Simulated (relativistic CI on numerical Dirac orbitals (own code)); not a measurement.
Sensitivity of the levels of Ba XV to α and to the nuclear radius

Method of calculation: Dirac-Coulomb-Breit CI, separate exchange-only KLI orbitals for each configuration, derivatives by finite differences, unscaled Slater integrals, QED left out (own radial code, finite nucleus).

CI space (outside the closed core [Ar] 3d10): 4s2.4p6.4d6, 4s2.4p5.4d7, 4s2.4p4.4d8, 4s.4p6.4d7, 4s2.4p6.4d5.5s, 4s2.4p6.4d5.5p, 4p6.4d8, 4s2.4p6.4d4.5s2. Levels of other configurations are missing.

With x = (α/α₀)² − 1 an excitation energy changes as ω = ω₀ + qx; K = 2q/ω₀ is the relative enhancement. Terms are leading LS components, so labels can repeat. The field-shift factor is F = δν/δ⟨r²⟩ for the transition from the lowest level.

Lowest level 4s2.4p6.4d6 5D_4.

```csv
Level,ω₀ (cm⁻¹),q (cm⁻¹),K,F (GHz/fm²)
4s2.4p6.4d6 5D_2,11841.1,2944,0.497,-0.027
4s2.4p6.4d6 5D_3,13812.1,17630,2.55,0.234
4s2.4p6.4d6 5D_1,19871.8,19720,1.98,0.24
4s2.4p6.4d6 5D_0,20184.0,15980,1.58,0.203
4s2.4p6.4d6 3H_4,35922.4,2917,0.162,0.108
4s2.4p6.4d6 3P_2,43449.2,25610,1.18,0.188
4s2.4p6.4d6 3H_5,45954.1,10940,0.476,0.249
4s2.4p6.4d6 3H_6,46780.2,12320,0.527,0.289
4s2.4p6.4d6 3F_3,51475.6,16280,0.632,0.221
4s2.4p6.4d6 3F_2,52261.3,14780,0.566,0.0726
4s2.4p6.4d6 1S_0,59919.3,23490,0.784,0.354
4s2.4p6.4d6 3H_4,61430.5,30850,1,0.449
4s2.4p6.4d6 3D_1,66239.8,25830,0.78,0.317
4s2.4p6.4d6 3D_2,68010.8,20510,0.603,0.301
4s2.4p6.4d6 3G_4,68187.1,24760,0.726,0.433
4s2.4p6.4d6 3G_5,69314.4,34100,0.984,0.552
4s2.4p6.4d6 3D_3,73151.1,27160,0.742,0.41
4s2.4p6.4d6 3G_3,74999.0,35100,0.936,0.527
4s2.4p6.4d6 3P_1,79421.7,46880,1.18,0.475
4s2.4p6.4d6 1I_6,80900.7,32140,0.795,0.623
4s2.4p6.4d6 3P_0,82521.1,8515,0.206,0.0836
4s2.4p6.4d6 1F_3,87544.1,13640,0.312,0.247
4s2.4p6.4d6 1G_4,91175.7,43790,0.961,0.678
```

At this charge energies of transitions that change n are usually good to better than 1 %, and those within a shell (Δn = 0) to a few per cent. Terms inside the open d or f shell come out 10 to 20 % too wide with unscaled integrals. Levels and lines within the n = 5 or 6 shells can be off by up to 10 % or somewhat more, and those that change n by about 2 %, since core polarisation is missing.
